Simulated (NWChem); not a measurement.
# CH2ClFO2Si; SMILES O=C(O)[Si@H](F)Cl

```xyz
8

O     -0.4247     1.9359     1.0244
C      0.1052     1.3633     0.1003
O      1.1348     1.8822    -0.6117
Si    -0.3813    -0.3836    -0.5265
F     -1.8817    -0.6465    -0.0325
Cl     0.8781    -1.7510     0.3515
H      1.3462     2.7568    -0.2229
H     -0.3120    -0.5259    -1.9925
```
Atoms are numbered in this order, from 1.

Computed with NWChem. All runs use the structure optimised with B3LYP/6-31G* (spherical d). Vertical excitations in the gas phase.

Task: What does the run give for B3LYP/def2-SVP, full TDDFT? Quantities: lowest excitation, singlet (eV); oscillator strength of that lowest state; lowest state with f > 0.02, singlet (eV); orbital gap (eV).

Result: 
```
Quantity                                  Value
----------------------------------------  -----
lowest excitation, singlet (eV)            4.84
oscillator strength of that lowest state  0.006
lowest state with f > 0.02, singlet (eV)   7.85
orbital gap (eV)                           6.46
```
